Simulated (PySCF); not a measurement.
Ge(Br)2(OH)2, H2Br2GeO2, SMILES [OH][Ge]([OH])([Br])[Br], CAM-B3LYP/def2-SVP optimised geometry.

```
7

O     -1.30    -1.80    -1.45
Ge    -0.65    -1.06     0.00
O      1.10    -1.06     0.00
Br    -1.48     1.06     0.00
Br    -1.25    -2.23     1.86
H     -1.15    -2.76    -1.49
H      1.48    -0.46    -0.65
```

Density from CAM-B3LYP/def2-TZVP run with PySCF at that geometry.

Minimum of the electron density along straight lines between bonded atoms, close to the bond critical point (lines longer than 1.1 times the sum of covalent radii, or with two minima, are not listed):

```json
[
 {"bond": "O1–Ge2", "length / Å": "1.753", "ρ at the minimum / e bohr⁻³": "0.154", "∇²ρ there / e bohr⁻⁵": "0.69", "position (fraction from the first atom)": "0.52"},
 {"bond": "Ge2–O3", "length / Å": "1.753", "ρ at the minimum / e bohr⁻³": "0.154", "∇²ρ there / e bohr⁻⁵": "0.69", "position (fraction from the first atom)": "0.48"},
 {"bond": "Ge2–Br4", "length / Å": "2.279", "ρ at the minimum / e bohr⁻³": "0.100", "∇²ρ there / e bohr⁻⁵": "0.05", "position (fraction from the first atom)": "0.43"},
 {"bond": "Ge2–Br5", "length / Å": "2.279", "ρ at the minimum / e bohr⁻³": "0.100", "∇²ρ there / e bohr⁻⁵": "0.05", "position (fraction from the first atom)": "0.43"},
 {"bond": "O1–H6", "length / Å": "0.967", "ρ at the minimum / e bohr⁻³": "0.349", "∇²ρ there / e bohr⁻⁵": "-2.36", "position (fraction from the first atom)": "0.81"},
 {"bond": "O3–H7", "length / Å": "0.967", "ρ at the minimum / e bohr⁻³": "0.349", "∇²ρ there / e bohr⁻⁵": "-2.36", "position (fraction from the first atom)": "0.81"}
]
```
